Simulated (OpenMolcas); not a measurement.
## GeH3Br (SMILES [GeH3][Br]): methods side by side

The species is GeH3Br (5 atoms), meant as a singlet with charge 0. As SMILES, `[GeH3][Br]`. The shape is that of a PBE0-D4/def2-TZVP optimisation.

Quantity: the vertical ionisation energy (to the doublet cation), in eV. The values are calculated.

```json
{"level": "HF/aug-cc-pVDZ", "kind": "Hartree–Fock", "program": "OpenMolcas", "value (eV)": "9.87", "CPU time (all runs)": "31 s"}
{"level": "SVWN5/aug-cc-pVDZ", "kind": "LDA", "program": "OpenMolcas", "value (eV)": "10.54", "CPU time (all runs)": "92 s"}
{"level": "BLYP/aug-cc-pVDZ", "kind": "GGA", "program": "OpenMolcas", "value (eV)": "10.27", "CPU time (all runs)": "2.7 min"}
{"level": "TPSS/aug-cc-pVDZ", "kind": "meta-GGA", "program": "OpenMolcas", "value (eV)": "10.50", "CPU time (all runs)": "4.2 min"}
{"level": "r2SCAN/aug-cc-pVDZ", "kind": "meta-GGA", "program": "OpenMolcas", "value (eV)": "10.59", "CPU time (all runs)": "4.3 min"}
{"level": "B3LYP/aug-cc-pVDZ", "kind": "global hybrid", "program": "OpenMolcas", "value (eV)": "10.63", "CPU time (all runs)": "2 min"}
{"level": "BHLYP/aug-cc-pVDZ", "kind": "global hybrid", "program": "OpenMolcas", "value (eV)": "10.66", "CPU time (all runs)": "96 s"}
{"level": "PBE0/aug-cc-pVDZ", "kind": "global hybrid", "program": "OpenMolcas", "value (eV)": "10.63", "CPU time (all runs)": "4.1 min"}
```

All-electron rows without a relativistic Hamiltonian named are non-relativistic. Spin-orbit coupling, which can split open shells on such heavy atoms by tenths of an eV, is left out. The values span 9.87 to 10.66 eV. Times are those of the runs behind each value, whatever else they computed, on shared processors of several kinds: orders of magnitude only.
